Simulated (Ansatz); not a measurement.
Several settings on one geometry of Ga(NH3)F3 (GaNF₃H₃) (that of the charge 0 singlet, PBE-D4/def2-SVP). Ansatz on 4 threads of Arm Neoverse V2 on a shared host; times are rough.

```tsv
atom	x (Å)	y (Å)	z (Å)
Ga1	-0.0024	0.0038	-1.0589
N2	0.0023	-0.0035	1.0182
H3	-0.6584	0.6996	1.3779
H4	0.9439	0.2158	1.3723
H5	-0.2763	-0.9300	1.3709
F6	1.7011	0.3900	-1.3626
F7	-1.1888	1.2880	-1.3533
F8	-0.5214	-1.6637	-1.3646
```

Totals from different functionals, basis sets or treatments of relativity can't be compared as stabilities.

DK, ANO-RCC and x2c sets are all-electron and run with scalar relativity unless a key says otherwise.

The spins typed aren't always the lowest for that charge.

Give the basis size and estimate the energy, ⟨S²⟩, dipole and time of these runs.

```tsv
run	method	charge	state	further keys
1	RKS B97/def2-TZVPP	0	singlet	scf: {omitted_lower_state_checks: [starts]}; forces asked
2	RKS PBE0-D4/x2c-TZVPPall	0	singlet	forces asked
3	UKS B97M-V/def2-mTZVPP	-1	doublet	scf: {omitted_lower_state_checks: [starts]}
```


| run | functions | energy (Eh) | ⟨S²⟩ | dipole (D) | wall time |
| --- | --- | --- | --- | --- | --- |
| 1 | 214 | -2281.0666 | – | 6.42 | 6 s |
| 2 | 214 | -2299.9829 | – | 6.45 | 3.2 s |
| 3 | 147 | -2280.7336 | 0.75 | – | 9 s |

The highest occupied level of an anion often lies above zero with these methods, and sets without diffuse functions describe the outer electron poorly.
